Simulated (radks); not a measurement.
Problem. All-electron atom: the oxygen ion O2+ in [He] 2s1 2p2 3d1 (not the ground configuration). All-electron calculation, Dirac Kohn-Sham, PBE, spin-unpolarised, spherical densities, finite nucleus; open shells fill j = l - 1/2 first; Fermi nuclear charge, rms radius 2.6991 fm. Program: a radial shooting solver on a logarithmic mesh with Libxc functionals. Some entries of the table are withheld. Estimate them.

| orbital | occ. | eigenvalue (eV) | <r^2> (bohr^2) |
|---|---|---|---|
| 1s1/2 | 2 | -575.5204 | 0.05348 |
| 2s1/2 | 1 | -69.1439 | (1) |
| 2p1/2 | 2 | -54.5452 | (2) |
| 2p3/2 | 0 | -54.4843 | (3) |
| 3s1/2 | 0 | (4) | 9.583 |
| 3p1/2 | 0 | -15.0337 | 11.12 |
| 3p3/2 | 0 | -15.0248 | 11.14 |
| 3d3/2 | 1 | (5) | (6) |
| 3d5/2 | 0 | (7) | (8) |

Solution. 
(1) 2s1/2 <r^2> (bohr^2): 1.154
(2) 2p1/2 <r^2> (bohr^2): 1.079
(3) 2p3/2 <r^2> (bohr^2): 1.081
(4) 3s1/2 eigenvalue (eV): -18.3110
(5) 3d3/2 eigenvalue (eV): -11.2779
(6) 3d3/2 <r^2> (bohr^2): 11.90
(7) 3d5/2 eigenvalue (eV): -11.2770
(8) 3d5/2 <r^2> (bohr^2): 11.90
